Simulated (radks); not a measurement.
S XVI, 1 electrons, occupied as 1s1. Method: scalar-relativistic Kohn-Sham, r2SCAN, spin-polarised, spherical densities, finite nucleus; open shells are filled with parallel spins first; meta-GGA in the generalised Kohn-Sham scheme; Fermi nuclear charge, rms radius 3.2611 fm; computed with a radial shooting solver on a logarithmic mesh with Libxc functionals.

Radial electron density D(r) = 4 pi r^2 rho(r):

r (bohr)  D(r) (e/bohr)
0.007978         0.8347
0.009589          1.142
0.01162           1.568
0.01397           2.095
0.01679           2.759
0.02034           3.605
0.02445           4.555
0.02939           5.603
0.03561           6.722
0.0428            7.693
0.05145           8.404
0.06234           8.682
0.07494           8.361
0.0908            7.369
0.1091            5.906
0.1312            4.205
0.159             2.535
0.1911            1.310
0.2297           0.5504
0.2783           0.1709
0.3345          0.04103
0.4021         0.006872
0.4872        0.0006713

D(r) has 1 maximum, at r = 0.0618 bohr.
